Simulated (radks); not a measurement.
Task: The terbium ion Tb4+, [Xe] 4f7. Method: non-relativistic Kohn-Sham, r2SCAN, spin-polarised, spherical densities, point nucleus; meta-GGA in the generalised Kohn-Sham scheme; computed with a radial shooting solver on a logarithmic mesh with Libxc functionals. Every spin shell is full or empty, so the densities are truly spherical. Functionals are evaluated on that one density, not self-consistently. Rank these exchange functionals by their error against the exact value of the orbitals, and give that value: LDA, PBEsol, revPBE, WC, SOGGA, G96, EV93, r2SCAN, Tao-Mo, TASK, MVS.

Result: Exact: -241.446 hartree. From best to worst, with 100 (|E| - |E exact|)/|E exact| (equal figures are ties): r2SCAN -0.09, MVS +0.12, revPBE -0.20, EV93 -0.36, G96 +0.49, WC -0.66, Tao-Mo -0.76, PBEsol -1.95, SOGGA -1.96, TASK -1.98, LDA -4.22.
